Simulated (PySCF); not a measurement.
# Adding and removing an electron: AlSn

r²SCAN; Al cc-pV(D+d)Z, Sn cc-pVDZ-PP with ECP28; scalar-relativistic core potentials (PySCF 2.14). Neutral (UKS): quartet (σ ↑, π ↑↑), Re = 2.662 Å, ωe = 267 cm⁻¹, De = 2.36 eV, HOMO -4.86 eV, LUMO -3.15 eV.

AlSn⁺ (UKS): triplet (σ ↑, π ↑), Re = 2.989 Å, ωe = 166 cm⁻¹, De = 1.36 eV to Al⁺ + Sn. The energies at the minima are -456.73848 hartree for AlSn and -456.47503 for AlSn⁺.

(1) Work out the adiabatic ionisation energy, without and with harmonic zero-point energies (1 hartree = 27.2114 eV, 1 eV = 8065.5 cm⁻¹), and the change of the bond length.

These are scalar-relativistic numbers at best; spin–orbit coupling would shift them, the dissociation energy most. For an ion De counts to the pair picked by the measured ionisation energies or electron affinities, which need not be the lowest pair at this level. States were picked by a PBE0 search and need not be the measured ground states.

## Answers

(1) At r²SCAN: 0.26345 hartree = 7.169 eV between the minima; the zero-point term (166.0 − 267.0)/2 cm⁻¹ = -0.006 eV makes it 7.163 eV. Re changes by +32.7 pm against the neutral. The electron leaves a π orbital, and the longer bond of the ion fits a bonding orbital, or a change in how ionic the bond is.
